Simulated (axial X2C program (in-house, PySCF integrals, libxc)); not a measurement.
# Low determinants of LiSb⁺ at the PBE0 level, 2c

Computed with an in-house relativistic program for diatomic molecules. Two-component (2c) means X2C with spin–orbit coupling and atomic mean-field two-electron Coulomb and Gaunt terms. Basis: Sb dyall-cv3z [11s12p8d4f1g], Li dyall-cv3z [7s8p2d] (cores contracted in-house); Gaussian nuclei, density fitting, unrestricted open shells. Masses: Sb 120.904 u, Li 7.016 u.

Search at 2.922 Å (vertical energies from the lowest determinant):

```csv
ΔE (eV),state,electrons beyond evenly filled partner blocks,"electrons in ±ω = 1/2, 3/2, 5/2, 7/2"
0.00,Ω = 3/2,ω = 3/2,34 15 4 0
0.50,Ω = 1/2,ω = 1/2,35 14 4 0
0.66,Ω = 1/2,"2 × ω = -1/2, ω = 3/2",34 15 4 0
1.23,Ω = 5/2,"2 × ω = 1/2, ω = 3/2",34 15 4 0
1.59,Ω = 1/2,ω = 1/2,33 16 4 0
6.24,Ω = 7/2,"ω = 1/2, 2 × ω = 3/2",33 16 4 0
6.42,Ω = 5/2,"ω = -1/2, 2 × ω = 3/2",33 16 4 0
```

Lowest determinant, Ω = 3/2 (⟨Sz⟩ = 1.45, ⟨Lz⟩ = 0.05 at PBE0): Re = 2.911 Å, ωe = 228.9 cm⁻¹.

The determinant in row 2 of the search, Ω = 1/2 (⟨Sz⟩ = -0.28, ⟨Lz⟩ = 0.78 at PBE0), was followed along the bond at PBE0; measured from the minimum of the lowest determinant it gives:

Te = 0.492 eV (3965 cm⁻¹), Re = 2.857 Å, ωe = 290.1 cm⁻¹.

**Question.** Compare the bond of the determinant in row 2 with that of the lowest one.

**Answer.** At PBE0 its Re is 0.054 Å shorter and its force constant, which goes as ωe², is 1.61 times that of the lowest determinant. T0 ≈ Te + Δωe/2 = 3965 + (31) = 3996 cm⁻¹.

The search compares states at one distance, so a state with another bond length can lie lower; it is not exhaustive and yields mostly the lowest determinant of each block pattern, so other components and higher states of one pattern are missing. These are energies of single determinants, not of spin-adapted states; PBE0 term energies can be off by some tenths of an eV, and the functional has no current term. The lowest determinant need not be the ground state where others lie within half an eV.
